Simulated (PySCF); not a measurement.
**CsS: from constants to spectrum**

UHF-CCSD(T) constants of CsS, ²Π (doublet), unpaired electrons π ↑ (PySCF, scalar-relativistic core potentials, basis sets Cs def2-SVPD with ECP46, S def2-SVPD; masses 132.9054 and 31.9721 u):

| Item | Value |
| --- | --- |
| ωe | 184.6 cm⁻¹ |
| ωexe | 0.645 cm⁻¹ |
| Be | 0.063227 cm⁻¹ |
| αe | 0.000310 cm⁻¹ |
| De to Cs + S | 2.40 eV |

What force constant and bond length do these constants imply?

Reduced mass μred = 25.772 u; k = 5.8918×10⁻⁷·μred·ωe² (u, cm⁻¹, mdyn/Å) = 0.517 mdyn/Å; Re = √(16.8576/(μred·Be)) (u, cm⁻¹, Å) = 3.216 Å.

Estimate the centrifugal constant D from the Kratzer relation and find the Dunham coefficient a1.

D = 4Be³/ωe² = 2.97e-08 cm⁻¹; a1 = −1 − αeωe/(6Be²) = -3.39.

Correlated steps freeze 5 core orbitals. Correlated levels converge slowly with the basis: in double zeta they bind strong bonds too weakly, by up to about 1 eV, and carry superposition errors of some tenths. Spin–orbit coupling is left out, which matters for elements this heavy, above all for dissociation energies. The state was picked by a PBE0 search and need not be the measured ground state.
